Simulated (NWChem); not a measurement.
System: CH₆GeOSi; SMILES [GeH3][C](=O)[SiH3]

The following NWChem deck was run.

```
start job
memory heap 200 mb stack 900 mb global 1100 mb
geometry units angstroms
  O     -0.323241    -1.245116    -1.467103
  C     -0.511251    -0.457591    -0.569428
  Si    -2.288287     0.092038    -0.067881
  Ge     1.088557     0.284176     0.412305
  H     -2.446942    -0.305267     1.331941
  H     -2.306004     1.550077    -0.196104
  H     -3.237540    -0.567314    -0.954888
  H      1.150557     1.778623     0.303753
  H      2.365486    -0.285492    -0.116951
  H      1.008983     0.001703     1.883027
end
basis spherical
  * library def2-svp
end
dft
  xc pbe0
  iterations 150
end
driver
  maxiter 120
end
task dft optimize
task dft freq
```

Parts of the log:

```
             Northwest Computational Chemistry Package (NWChem) 7.3.0
             --------------------------------------------------------

 C1  symmetry detected

                             Geometry "geometry" -> ""
                             -------------------------

 Output coordinates in angstroms (scale by  1.889725989 to convert to a.u.)

  No.       Tag          Charge          X              Y              Z
 ---- ---------------- ---------- -------------- -------------- --------------
    1 O                    8.0000    -1.77790902    -0.74736240    -0.00006803
    2 C                    6.0000    -0.57820355    -0.59880095     0.00018820
    3 Si                  14.0000     0.62288216    -2.10508494     0.00004154
    4 Ge                  32.0000     0.15997359     1.27962873    -0.00007173
    5 H                    1.0000     1.41893922    -1.97850183    -1.22175802
    6 H                    1.0000     1.46646706    -1.94277189     1.18522159
    7 H                    1.0000    -0.17389760    -3.32436877     0.03315780
    8 H                    1.0000     1.01896879     1.52843910     1.20376381
    9 H                    1.0000    -0.93598886     2.29627631    -0.02187139
   10 H                    1.0000     1.05849982     1.51570172    -1.17738493

 Effective nuclear repulsion energy (a.u.)     317.4388770661

                                Z-matrix (autoz)
                                --------

 Units are Angstrom for bonds and degrees for angles

[...]

      ----------------------
      Optimization converged
      ----------------------

  Step       Energy      Delta E   Gmax     Grms     Xrms     Xmax
  ---- ---------------- -------- -------- -------- -------- --------
@    4   -2482.42647824 -1.4D-06  0.00019  0.00004  0.00067  0.00168
                                     ok       ok       ok       ok

                                Z-matrix (autoz)
                                --------

 Units are Angstrom for bonds and degrees for angles

      Type          Name      I     J     K     L     M      Value     Gradient
      ----------- --------  ----- ----- ----- ----- ----- ---------- ----------
    1 Stretch                  1     2                       1.20722    0.00019
    2 Stretch                  2     3                       1.94838   -0.00008
    3 Stretch                  2     4                       2.02771   -0.00005
    4 Stretch                  3     5                       1.49536    0.00000
    5 Stretch                  3     6                       1.49534    0.00000
    6 Stretch                  3     7                       1.49023    0.00001
    7 Stretch                  4     8                       1.54146    0.00009
    8 Stretch                  4     9                       1.53476    0.00005
    9 Stretch                  4    10                       1.54152    0.00009
   10 Bend                     1     2     3               121.01892   -0.00002
   11 Bend                     1     2     4               119.08961    0.00002
   12 Bend                     2     3     5               108.01480    0.00000
   13 Bend                     2     3     6               108.16230   -0.00000
   14 Bend                     2     3     7               110.37912    0.00004
   15 Bend                     2     4     8               109.30471    0.00002
   16 Bend                     2     4     9               108.68466   -0.00001
   17 Bend                     2     4    10               109.41510    0.00002
   18 Bend                     3     2     4               119.89144   -0.00001
   19 Bend                     5     3     6               108.36075   -0.00001
   20 Bend                     5     3     7               110.88466   -0.00001
   21 Bend                     6     3     7               110.93660   -0.00002
   22 Bend                     8     4     9               110.64331   -0.00000
   23 Bend                     8     4    10               108.08985   -0.00001
   24 Bend                     9     4    10               110.68327   -0.00001
   25 Torsion                  1     2     3     5         119.95586    0.00001
   26 Torsion                  1     2     3     6        -122.96049    0.00000
   27 Torsion                  1     2     3     7          -1.42355    0.00000
   28 Torsion                  1     2     4     8         119.84352    0.00000
   29 Torsion                  1     2     4     9          -1.00678    0.00001
   30 Torsion                  1     2     4    10        -121.97258    0.00001
   31 Torsion                  3     2     4     8         -60.21870    0.00001
   32 Torsion                  3     2     4     9         178.93100    0.00001
   33 Torsion                  3     2     4    10          57.96521    0.00001
   34 Torsion                  4     2     3     5         -59.98070    0.00001
   35 Torsion                  4     2     3     6          57.10295   -0.00000
   36 Torsion                  4     2     3     7         178.63989    0.00000

                         Geometry "geometry" -> "geometry"
                         ---------------------------------

 Output coordinates in angstroms (scale by  1.889725989 to convert to a.u.)

  No.       Tag          Charge          X              Y              Z
 ---- ---------------- ---------- -------------- -------------- --------------
    1 O                    8.0000    -1.79144881    -0.71190339     0.00077939
    2 C                    6.0000    -0.59353658    -0.56229097     0.00104600
    3 Si                  14.0000     0.60970108    -2.09474342     0.00009460
    4 Ge                  32.0000     0.16508947     1.31815538     0.00056214
    5 H                    1.0000     1.45395172    -2.01907345    -1.23181883
    6 H                    1.0000     1.50539406    -1.98483137     1.19243801
    7 H                    1.0000    -0.16822745    -3.36536310     0.03377583
    8 H                    1.0000     1.02677804     1.52034965     1.26258232
    9 H                    1.0000    -0.99903311     2.31796811    -0.02566119
   10 H                    1.0000     1.07106319     1.50488764    -1.23257942

 Effective nuclear repulsion energy (a.u.)     314.3682644675

[...]

 Rotational Constants
 --------------------
 A=   0.206356 cm-1  (  0.296893 K)
 B=   0.056920 cm-1  (  0.081893 K)
 C=   0.046103 cm-1  (  0.066330 K)

 Temperature                      =   298.15K
 frequency scaling parameter      =   1.0000

 Zero-Point correction to Energy  =   34.936 kcal/mol  (  0.055674 au)
 Thermal correction to Energy     =   39.206 kcal/mol  (  0.062478 au)
 Thermal correction to Enthalpy   =   39.798 kcal/mol  (  0.063422 au)

 Total Entropy                    =   84.219 cal/mol-K
   - Translational                =   40.615 cal/mol-K (mol. weight = 135.9407)
   - Rotational                   =   27.478 cal/mol-K (symmetry #  =        1)
   - Vibrational                  =   16.126 cal/mol-K

 Cv (constant volume heat capacity) =   23.132 cal/mol-K
   - Translational                  =    2.979 cal/mol-K
   - Rotational                     =    2.979 cal/mol-K
   - Vibrational                    =   17.173 cal/mol-K

[normal modes left out]

 ----------------------------------------------------------------------------
 Normal Eigenvalue ||           Projected Infra Red Intensities
  Mode   [cm**-1]  || [atomic units] [(debye/angs)**2] [(KM/mol)] [arbitrary]
 ------ ---------- || -------------- ----------------- ---------- -----------
    1      -65.719 ||    0.000019           0.000         0.019       0.004
    2       -0.000 ||    0.000035           0.001         0.035       0.008
    3       -0.000 ||    0.000106           0.002         0.104       0.023
    4        0.000 ||    0.001086           0.025         1.059       0.235
    5        0.000 ||    0.000017           0.000         0.017       0.004
    6        0.000 ||    0.000212           0.005         0.207       0.046
    7        0.000 ||    0.000376           0.009         0.367       0.082
    8       30.985 ||    0.000997           0.023         0.972       0.216
    9      136.797 ||    0.000029           0.001         0.028       0.006
   10      278.545 ||    0.012051           0.278        11.748       2.612
   11      283.960 ||    0.012654           0.292        12.335       2.743
   12      372.074 ||    0.007446           0.172         7.259       1.614
   13      450.481 ||    0.014182           0.327        13.826       3.074
   14      454.698 ||    0.000478           0.011         0.466       0.104
   15      621.653 ||    0.048455           1.118        47.237      10.503
   16      695.947 ||    0.067584           1.559        65.884      14.650
   17      782.245 ||    0.319905           7.380       311.859      69.343
   18      839.953 ||    0.012660           0.292        12.342       2.744
   19      874.261 ||    0.015466           0.357        15.077       3.352
   20      879.717 ||    0.093821           2.165        91.461      20.337
   21      910.264 ||    0.057763           1.333        56.310      12.521
   22      926.995 ||    0.034836           0.804        33.959       7.551
   23      932.170 ||    0.040113           0.925        39.105       8.695
   24     1781.809 ||    0.144956           3.344       141.311      31.421
   25     2142.631 ||    0.058761           1.356        57.283      12.737
   26     2150.641 ||    0.101571           2.343        99.017      22.017
   27     2182.561 ||    0.110145           2.541       107.375      23.875
   28     2225.115 ||    0.041343           0.954        40.303       8.962
   29     2234.278 ||    0.091625           2.114        89.321      19.861
   30     2262.035 ||    0.095317           2.199        92.919      20.661
 ----------------------------------------------------------------------------

 ===============================================================================
      Negative Nuclear Hessian Mode    1  Eigenvalue =    -65.72 cm**(-1)
 -------------------------------------------------------------------------------
   Raw step length:  0.524 angstroms ;  The Raw step for this mode is:
    1 O                    8.0000    -0.00000851    -0.00009026     0.00610834
    2 C                    6.0000    -0.00003058     0.00009576     0.00141506
    3 Si                  14.0000    -0.00000015     0.00019215    -0.00852058
    4 Ge                  32.0000     0.00002427    -0.00006541     0.00198442
    5 H                    1.0000    -0.13725000    -0.08880848    -0.10798178
    6 H                    1.0000     0.13255270     0.08638465    -0.11598887
    7 H                    1.0000     0.00378040     0.00248168     0.16559079
    8 H                    1.0000    -0.19863606     0.06405256     0.12707687
    9 H                    1.0000     0.00431076    -0.00104207    -0.22613944
   10 H                    1.0000     0.19396519    -0.06331271     0.13462531

  Geometry after  100.0% step for mode  1; Step length =  0.524 angstroms
   Maximum component (any atom: x,y, or z) displacement:  0.427
    1 O                    8.0000    -1.79145733    -0.71199365     0.00688773
    2 C                    6.0000    -0.59356716    -0.56219521     0.00246106
    3 Si                  14.0000     0.60970093    -2.09455127    -0.00842598
    4 Ge                  32.0000     0.16511374     1.31808998     0.00254656
    5 H                    1.0000     1.31670172    -2.10788193    -1.33980060
    6 H                    1.0000     1.63794676    -1.89844672     1.07644914
    7 H                    1.0000    -0.16444706    -3.36288142     0.19936662
    8 H                    1.0000     0.82814197     1.58440221     1.38965919
    9 H                    1.0000    -0.99472235     2.31692604    -0.25180063
   10 H                    1.0000     1.26502837     1.44157493    -1.09795411

  Geometry after -100.0% step for mode  1; Step length =  0.524 angstroms
   Maximum component (any atom: x,y, or z) displacement:  0.427
    1 O                    8.0000    -1.79144030    -0.71181312    -0.00532895
    2 C                    6.0000    -0.59350600    -0.56238674    -0.00036906
    3 Si                  14.0000     0.60970123    -2.09493558     0.00861518
    4 Ge                  32.0000     0.16506520     1.31822079    -0.00142229
    5 H                    1.0000     1.59120172    -1.93026496    -1.12383705
    6 H                    1.0000     1.37284137    -2.07121602     1.30842688
    7 H                    1.0000    -0.17200785    -3.36784478    -0.13181496
    8 H                    1.0000     1.22541410     1.45629709     1.13550545
    9 H                    1.0000    -1.00334387     2.31901018     0.20047824
   10 H                    1.0000     0.87709800     1.56820035    -1.36720473

  Geometry after   50.0% step for mode  1; Step length =  0.262 angstroms
   Maximum component (any atom: x,y, or z) displacement:  0.214
    1 O                    8.0000    -1.79145307    -0.71194852     0.00383356
    2 C                    6.0000    -0.59355187    -0.56224309     0.00175353
    3 Si                  14.0000     0.60970101    -2.09464735    -0.00416569
    4 Ge                  32.0000     0.16510161     1.31812268     0.00155435
    5 H                    1.0000     1.38532672    -2.06347769    -1.28580971
    6 H                    1.0000     1.57167041    -1.94163904     1.13444357
    7 H                    1.0000    -0.16633725    -3.36412226     0.11657123
    8 H                    1.0000     0.92746000     1.55237593     1.32612075
    9 H                    1.0000    -0.99687773     2.31744707    -0.13873091
   10 H                    1.0000     1.16804578     1.47323128    -1.16526677

  Geometry after  -50.0% step for mode  1; Step length =  0.262 angstroms
   Maximum component (any atom: x,y, or z) displacement:  0.214
    1 O                    8.0000    -1.79144456    -0.71185825    -0.00227478
    2 C                    6.0000    -0.59352129    -0.56233885     0.00033847
    3 Si                  14.0000     0.60970116    -2.09483950     0.00435489
    4 Ge                  32.0000     0.16507733     1.31818808    -0.00043007
    5 H                    1.0000     1.52257672    -1.97466921    -1.17782794
    6 H                    1.0000     1.43911771    -2.02802369     1.25043244
    7 H                    1.0000    -0.17011765    -3.36660394    -0.04901957
    8 H                    1.0000     1.12609607     1.48832337     1.19904389
    9 H                    1.0000    -1.00118849     2.31848914     0.08740853
   10 H                    1.0000     0.97408059     1.53654400    -1.29989208

  Geometry after   46.8% step for mode  1; Step length =  0.245 angstroms
   Maximum component (any atom: x,y, or z) displacement:  0.200
    1 O                    8.0000    -1.79145280    -0.71194563     0.00363816
    2 C                    6.0000    -0.59355089    -0.56224616     0.00170826
    3 Si                  14.0000     0.60970101    -2.09465349    -0.00389311
    4 Ge                  32.0000     0.16510083     1.31812477     0.00149087
    5 H                    1.0000     1.38971739    -2.06063668    -1.28235535
    6 H                    1.0000     1.56743001    -1.94440252     1.13815409
    7 H                    1.0000    -0.16645819    -3.36420165     0.11127393
    8 H                    1.0000     0.93381443     1.55032687     1.32205553
    9 H                    1.0000    -0.99701563     2.31748041    -0.13149664
   10 H                    1.0000     1.16184078     1.47525668    -1.16957347

  Geometry after  -46.8% step for mode  1; Step length =  0.245 angstroms
   Maximum component (any atom: x,y, or z) displacement:  0.200
    1 O                    8.0000    -1.79144483    -0.71186114    -0.00207937
    2 C                    6.0000    -0.59352227    -0.56233579     0.00038373
    3 Si                  14.0000     0.60970115    -2.09483335     0.00408232
    4 Ge                  32.0000     0.16507811     1.31818599    -0.00036659
    5 H                    1.0000     1.51818605    -1.97751022    -1.18128231
    6 H                    1.0000     1.44335812    -2.02526022     1.24672192
    7 H                    1.0000    -0.16999671    -3.36652455    -0.04372227
    8 H                    1.0000     1.11974164     1.49037243     1.20310911
    9 H                    1.0000    -1.00105059     2.31845581     0.08017426
   10 H                    1.0000     0.98028560     1.53451860    -1.29558537

  Geometry after   23.4% step for mode  1; Step length =  0.123 angstroms
   Maximum component (any atom: x,y, or z) displacement:  0.100
    1 O                    8.0000    -1.79145081    -0.71192451     0.00220877
    2 C                    6.0000    -0.59354374    -0.56226856     0.00137713
    3 Si                  14.0000     0.60970105    -2.09469846    -0.00189926
    4 Ge                  32.0000     0.16509515     1.31814008     0.00102650
    5 H                    1.0000     1.42183455    -2.03985506    -1.25708709
    6 H                    1.0000     1.53641204    -1.96461694     1.16529605
    7 H                    1.0000    -0.16734282    -3.36478237     0.07252488
    8 H                    1.0000     0.98029623     1.53533826     1.29231892
    9 H                    1.0000    -0.99802437     2.31772426    -0.07857892
   10 H                    1.0000     1.11645198     1.49007216    -1.20107645

  Geometry after  -23.4% step for mode  1; Step length =  0.123 angstroms
   Maximum component (any atom: x,y, or z) displacement:  0.100
    1 O                    8.0000    -1.79144682    -0.71188226    -0.00064999
    2 C                    6.0000    -0.59352943    -0.56231338     0.00071486
    3 Si                  14.0000     0.60970112    -2.09478839     0.00208846
    4 Ge                  32.0000     0.16508379     1.31817069     0.00009777
    5 H                    1.0000     1.48606888    -1.99829183    -1.20655057
    6 H                    1.0000     1.47437609    -2.00504579     1.21957997
    7 H                    1.0000    -0.16911208    -3.36594382    -0.00497322
    8 H                    1.0000     1.07325984     1.50536104     1.23284572
    9 H                    1.0000    -1.00004185     2.31821196     0.02725653
   10 H                    1.0000     1.02567439     1.51970312    -1.26408240
```

Level: PBE0/def2-SVP. The optimisation ended at a saddle point (imaginary frequency).
